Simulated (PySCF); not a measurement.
# BGaH5N: where a starting geometry ends

The starting geometry of this gas-phase singlet was built from a drawn formula by distance geometry and a force field; its bonds are those of `[BH]1[NH2+][GaH2-]1`.

```xyz
8

B    -0.7823   -2.6846    1.4952
Ga   -0.9496   -1.1681    0.0175
N    -0.8781   -1.1876    1.8516
H    -0.7120   -3.8057    1.8566
H    -0.0015   -0.8509    2.2965
H    -1.8079   -0.9873    2.3426
H     0.4461   -1.1687   -0.7708
H    -2.4315   -1.3243   -0.6552
```

Question: Predict what it relaxes into with r2SCAN-D4/def2-SVP.

Answer: A bond breaks, leaving `N[BH][GaH2]`. Contacts that open: Ga2–N3 (1.84 → 3.12 Å).

The energy falls by 3.23 eV over 39 steps:

```csv
step,E − E(last) (eV)
1,3.225
5,1.407
9,1.106
14,0.099
18,0.037
22,0.025
26,0.021
31,0.011
35,0.000
39,0.000
```

Final geometry (Å):

```xyz
8

B    -0.9645   -2.3010    1.2275
Ga   -0.8775   -1.5289   -0.7006
N    -0.9355   -1.5722    2.4154
H    -1.0498   -3.5098    1.3495
H    -0.8668   -0.5627    2.4734
H    -0.9795   -2.0117    3.3298
H     0.4706   -1.3648   -1.5039
H    -2.1576   -1.1529   -1.5428
```

The end wasn't checked by frequencies. Run with PySCF 2.14.0, 5.2 min on 2 threads of Arm Neoverse V1, with other jobs on the host.
